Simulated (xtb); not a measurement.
Ga(Me)(OH)2 (CH5GaO2), SMILES [CH3][Ga]([OH])[OH]. All values are semi-empirical tight-binding results from xtb (GFN2-xTB unless named), good for trends rather than for accurate numbers. Coordinates come from a GFN2-xTB optimisation. The structure was generated by enumeration; whether it is a known compound was not checked. One conformer was computed; it need not be the lowest.

For metal compounds this method's bond lengths and energies can be far off.

Q: Estimate the properties. (The exact figures need the calculation; the answer reports its results.)

A: 
| Item | Result |
|---|---|
| orbital gap | 4.76 eV |
| zero-point energy | 36.5 kcal/mol |
| G − E(el) at 298.15 K (modified RRHO) | 16.7 kcal/mol |
